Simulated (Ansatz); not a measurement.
**A correction line for wB97M-V/def2-TZVPP: atomisation energy**

The atomisation energy (no zero-point term) in kJ/mol of 6 Al-containing molecules: x at wB97M-V/def2-TZVPP, y at CCSD(T)/CBS estimate. Shapes, held fixed at every level: PBE0-D4/def2-TZVP. Flexible molecules stand in one conformer, not always the lowest. Programs: Ansatz 0.2.0.

```
                                        molecule  x (kJ/mol)  y (kJ/mol)
                                  AlH(CH3)2(SH2)        4279        4267
                C2H9AlO (SMILES C[O+](C)[AlH3-])        4349        4349
                                  AlH(CH3)2(NH3)        4821           ?
      C3H11AlO (SMILES C[OH+][AlH-]([CH3])[CH3])        5695        5691
                                   P(AlH3)(CH3)3        5798        5774
C4H7AlO3 (SMILES [CH3][Al-]1([OH])[O]C=CC=[O+]1)        6541        6521
```

Task: Fit y = c + s·x to the known rows and predict y for AlH(CH3)2(NH3).

Result: 
1. Means of the 5 rows: x = 5332.40, y = 5320.4.
2. Σ(Δx)² = 3885703, Σ(Δx·Δy) = 3861547, so the slope is 3861547/3885703 = 0.99378.
3. Intercept: 5320.4 − (0.99378) × 5332.40 = 21.2. The largest residual of the fit is 10.
4. AlH(CH3)2(NH3): 21.2 + 0.99378 × 4821 = 4812 kJ/mol.

CCSD(T)/CBS estimate gives 4812 kJ/mol, so the prediction is off by 0 kJ/mol: they agree to the digits shown. Uncorrected, wB97M-V/def2-TZVPP misses AlH(CH3)2(NH3) by +9 kJ/mol, and the other rows by 12 on average. The line removes about 100 % of this miss, partly by chance. Left out in turn, the other rows are missed by 10 kJ/mol on average, hardly better than no correction. The CBS estimate extrapolates MP2 from def2-TZVPP and def2-QZVPP and adds CCSD(T) − MP2 in the triple-zeta set, cores frozen.
